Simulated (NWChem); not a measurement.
System: C2H6N2Si; SMILES N#CC[SiH2]N

```xyz
11

N     -0.7461     2.4483     0.2142
C      0.0543     1.6572    -0.0640
C      1.0013     0.6110    -0.3853
Si     0.3997    -1.0922     0.2663
N     -1.1846    -1.5425    -0.2258
H      1.1376     0.5606    -1.4782
H      1.9841     0.8425     0.0591
H      1.3670    -2.0972    -0.2637
H      0.4487    -1.0107     1.7536
H     -1.3584    -1.9084    -1.1544
H     -1.9934    -1.0463     0.1322
```
Atoms are numbered in this order, from 1.

All runs: NWChem. Pople sets run with spherical d functions. All runs use the structure optimised with PBE0/def2-SVP. B3LYP is NWChem's, with the RPA form of VWN correlation. Ions are spin-unrestricted doublets at the neutral geometry; other ion states weren't tried.

### Question
Order these by “ΔSCF minus −ε(HOMO) (eV)”, lowest first: BHandHLYP/6-31G*; B3LYP/6-31G*; LDA (Slater exchange, VWN5)/6-31G*.

### Answer
BHandHLYP/6-31G* (0.97), B3LYP/6-31G* (2.37), LDA (Slater exchange, VWN5)/6-31G* (3.27)
